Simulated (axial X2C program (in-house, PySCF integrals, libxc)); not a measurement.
Low determinants of GaS⁻ at the PBE0 level, without spin–orbit coupling

Computed with an axial X2C code built on PySCF integrals. Spin-free means the one-electron spin-free X2C Hamiltonian. Basis: Ga dyall-acv3z [10s10p8d5f1g], S dyall-av3z [9s8p3d2f] (cores contracted in-house); Gaussian nuclei, density fitting, unrestricted open shells. Masses: Ga 68.926 u, S 31.972 u.

Search at 2.110 Å (vertical energies from the lowest determinant):

```csv
ΔE (eV),state,electrons beyond evenly filled partner blocks,"electrons in σ, π, δ, φ"
0.00,"M_S = 0, Λ = 0",closed shell,24 20 4 0
2.45,"M_S = 1, Λ = 1","σα, π+α",23 21 4 0
2.69,"M_S = 0, Λ = 1","σα, π+β",23 21 4 0
2.90,"M_S = 1, Λ = 0",2 × σα,24 20 4 0
3.26,"M_S = 1, Λ = 0","π+α, π+β, 2 × π-α",24 20 4 0
3.26,"M_S = 1, Λ = 2","2 × π+α, π+β, π-α",24 20 4 0
3.63,"M_S = 1, Λ = 1","σα, π+α, π+β, π-α",25 19 4 0
```

Lowest determinant, M_S = 0, Λ = 0 (closed shell): Re = 2.127 Å, ωe = 450.4 cm⁻¹.

The determinant in row 2 of the search, M_S = 1, Λ = 1 (beyond evenly filled blocks: σα, π+α), was followed along the bond at PBE0; measured from the minimum of the lowest determinant it gives:

Te = 2.448 eV (19745 cm⁻¹), Re = 2.148 Å, ωe = 371.2 cm⁻¹.

(1) Compare the bond of the determinant in row 2 with that of the lowest one.

The search compares states at one distance, so a state with another bond length can lie lower; it is not exhaustive and yields mostly the lowest determinant of each block pattern, so other components and higher states of one pattern are missing. These are energies of single determinants, not of spin-adapted states; PBE0 term energies can be off by some tenths of an eV, and the functional has no current term. For an anion, determinants above electron detachment are held by the basis set. Row 2 has a positive highest level at its minimum.

Answers

(1) At PBE0 its Re is 0.021 Å longer and its force constant, which goes as ωe², is 0.68 times that of the lowest determinant. T0 ≈ Te + Δωe/2 = 19745 + (-40) = 19705 cm⁻¹.
